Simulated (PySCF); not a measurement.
## Working out the ionisation energy of Nb

Nb [Kr] 4d4 5s1 (6D) → Nb⁺ [Kr] 4d4 (5D). Calculation: PySCF 2.14, in def2-TZVPPD with the def2 core potential (28 electrons) (6s4p3d2f1g, 56 functions); a scalar-relativistic core potential. Frozen: nothing. Energies in hartree (1 hartree = 27.21139 eV):

```json
{"part": "UHF", "Nb (lower)": "-56.329081", "Nb⁺ (upper)": "-56.108550"}
{"part": "MP2 opposite-spin", "Nb (lower)": "-0.187237", "Nb⁺ (upper)": "-0.179304"}
{"part": "MP2 same-spin", "Nb (lower)": "-0.116106", "Nb⁺ (upper)": "-0.095139"}
```

What does Hartree-Fock give?

(-56.108550) − (-56.329081) = 0.220531 hartree = 6.001 eV.

What do MP2 and SCS-MP2 (6/5 opposite-spin, 1/3 same-spin) give?

The opposite-spin parts differ by 0.216 eV and the same-spin parts by 0.571 eV. MP2: 6.001 + (0.216) + (0.571) = 6.788 eV. SCS-MP2: 6.001 + 1.2 × (0.216) + (0.571)/3 = 6.451 eV.

Measured between the centres of the two terms (NIST): 6.776 eV, so MP2 (valence and next inner shell) is off by 0.012 eV.

What remains against the reference includes basis incompleteness and correlation beyond second order.
